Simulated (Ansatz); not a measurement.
`[CH3][Al-]1([F])[O]C(C(F)(F)F)=CC(C(F)(F)F)=[O+]1` at its PBE0-D4/def2-TZVP geometry, where that method's forces vanish. Charge 0, multiplicity 1.

| atom | x (Å) | y (Å) | z (Å) |
| --- | --- | --- | --- |
| C1 | 0.476 | 2.849 | 1.569 |
| Al2 | 1.145 | 1.269 | 0.688 |
| F3 | 2.762 | 0.966 | 0.503 |
| O4 | 0.406 | 1.001 | -0.982 |
| C5 | -0.135 | -0.055 | -1.401 |
| C6 | -0.528 | -0.002 | -2.884 |
| F7 | -1.412 | 0.973 | -3.076 |
| F8 | -1.069 | -1.145 | -3.296 |
| F9 | 0.544 | 0.246 | -3.627 |
| C10 | -0.410 | -1.194 | -0.655 |
| C11 | -0.112 | -1.217 | 0.701 |
| C12 | -0.478 | -2.448 | 1.542 |
| F13 | -1.023 | -3.410 | 0.802 |
| F14 | -1.350 | -2.100 | 2.484 |
| F15 | 0.609 | -2.934 | 2.128 |
| O16 | 0.432 | -0.295 | 1.363 |
| H17 | -0.617 | 2.873 | 1.594 |
| H18 | 0.829 | 2.908 | 2.602 |
| H19 | 0.812 | 3.759 | 1.063 |
| H20 | -0.881 | -2.044 | -1.120 |

Problem. For each bond, give half the difference of the two atoms' forces along it (eV/Å; positive pushes the atoms apart) under PBE-D4, r2SCAN-D4, B3LYP-D4, ωB97M-V in def2-TZVPP. (An estimate is asked.)

Solution. Ansatz gave: 
```json
{"bond": "C1–H17", "length (Å)": "1.094", "PBE-D4": "0.11", "r2SCAN-D4": "0.00", "B3LYP-D4": "-0.03", "ωB97M-V": "-0.04"}
{"bond": "C1–H18", "length (Å)": "1.094", "PBE-D4": "0.12", "r2SCAN-D4": "0.00", "B3LYP-D4": "-0.04", "ωB97M-V": "-0.05"}
{"bond": "C1–H19", "length (Å)": "1.094", "PBE-D4": "0.12", "r2SCAN-D4": "0.00", "B3LYP-D4": "-0.04", "ωB97M-V": "-0.05"}
{"bond": "Al2–F3", "length (Å)": "1.655", "PBE-D4": "0.38", "r2SCAN-D4": "0.03", "B3LYP-D4": "0.11", "ωB97M-V": "0.10"}
{"bond": "Al2–O4", "length (Å)": "1.847", "PBE-D4": "-0.16", "r2SCAN-D4": "-0.13", "B3LYP-D4": "-0.07", "ωB97M-V": "0.04"}
{"bond": "Al2–O16", "length (Å)": "1.847", "PBE-D4": "-0.16", "r2SCAN-D4": "-0.13", "B3LYP-D4": "-0.07", "ωB97M-V": "0.04"}
{"bond": "O4–C5", "length (Å)": "1.259", "PBE-D4": "0.78", "r2SCAN-D4": "0.43", "B3LYP-D4": "0.26", "ωB97M-V": "0.10"}
{"bond": "C5–C10", "length (Å)": "1.389", "PBE-D4": "-0.09", "r2SCAN-D4": "-0.03", "B3LYP-D4": "-0.02", "ωB97M-V": "-0.01"}
{"bond": "C6–F9", "length (Å)": "1.327", "PBE-D4": "0.63", "r2SCAN-D4": "0.28", "B3LYP-D4": "0.29", "ωB97M-V": "0.14"}
{"bond": "C11–C12", "length (Å)": "1.535", "PBE-D4": "-0.51", "r2SCAN-D4": "-0.31", "B3LYP-D4": "-0.23", "ωB97M-V": "-0.05"}
{"bond": "C11–O16", "length (Å)": "1.259", "PBE-D4": "0.78", "r2SCAN-D4": "0.43", "B3LYP-D4": "0.26", "ωB97M-V": "0.10"}
{"bond": "C12–F13", "length (Å)": "1.331", "PBE-D4": "0.59", "r2SCAN-D4": "0.26", "B3LYP-D4": "0.29", "ωB97M-V": "0.15"}
{"bond": "C12–F14", "length (Å)": "1.330", "PBE-D4": "0.63", "r2SCAN-D4": "0.29", "B3LYP-D4": "0.29", "ωB97M-V": "0.14"}
{"bond": "C12–F15", "length (Å)": "1.327", "PBE-D4": "0.63", "r2SCAN-D4": "0.28", "B3LYP-D4": "0.29", "ωB97M-V": "0.14"}
```

B3LYP here is the variant with VWN-RPA as its local correlation; programs differ in this.
